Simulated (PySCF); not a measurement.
Dy³⁵⁺: ionisation energy

Dy³⁵⁺ [Ar] 3d10 4s2 4p1 (2P) → Dy³⁶⁺ [Ar] 3d10 4s2 (1S), as a difference of total energies. Computed with PySCF 2.14 in an uncontracted even-tempered set (17 s from 3 bohr⁻², ratio 2.5; 12 p from 3.9 bohr⁻², ratio 2.5; 8 d from 6.9 bohr⁻², ratio 2.5; 4 f from 20 bohr⁻², ratio 2.7; 4 g from 30 bohr⁻², ratio 2.7), with no relativity, point nucleus. Correlated levels: outer shells: [Ne] frozen; virtual orbitals above 40 to 60 times the deepest correlated orbital energy dropped. The calculations carry no spin-orbit coupling.

```
                method  ionisation energy (eV)
                   UHF                  1451.0
                   LDA                  1453.8
                   PBE                  1453.2
                  PBE0                  1453.0
                r2SCAN                  1452.9
                  PW91                  1453.7
                  BP86                  1453.5
    MP2 (outer shells)                  1452.0
SCS-MP2 (outer shells)                  1451.9
```

A first-order spin-orbit estimate (lowest level to lowest level, LS coupling) adds 24.521 eV.

The gap to the reference is mostly relativistic.

First order in ζ underestimates the shift of j = l − 1/2 levels at high Z.

For comparison: 1520 ± 5 eV (theoretical estimate listed by NIST; NIST Atomic Spectra Database, ionization energies).
